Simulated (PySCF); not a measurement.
**Ionisation energy of Ca¹⁹⁺ by level of theory**

Ca¹⁹⁺ 1s1 (2S) → Ca²⁰⁺ (bare nucleus), as a difference of total energies. Calculation: PySCF 2.14, in an uncontracted even-tempered set (17 s from 15 bohr⁻², ratio 2.2; 7 p from 23 bohr⁻², ratio 2.4; 4 d from 70 bohr⁻², ratio 2.4; 3 f from 100 bohr⁻², ratio 2.4; 3 g from 160 bohr⁻², ratio 2.4); the spin-free X2C one-electron Hamiltonian (Gaussian nucleus). The calculations carry no spin-orbit coupling.

```
method  ionisation energy (eV)  difference from reference (eV)
   UHF                  5471.6                            +1.7
   LDA                  5448.8                           -21.1
   PBE                  5468.4                            -1.5
  PBE0                  5469.2                            -0.7
r2SCAN                  5471.7                            +1.8
 TPSSh                  5471.7                            +1.8
 B97-3                  5470.5                            +0.6
```

Reference: 5469.9 eV (theoretical estimate listed by NIST; NIST Atomic Spectra Database, ionization energies).
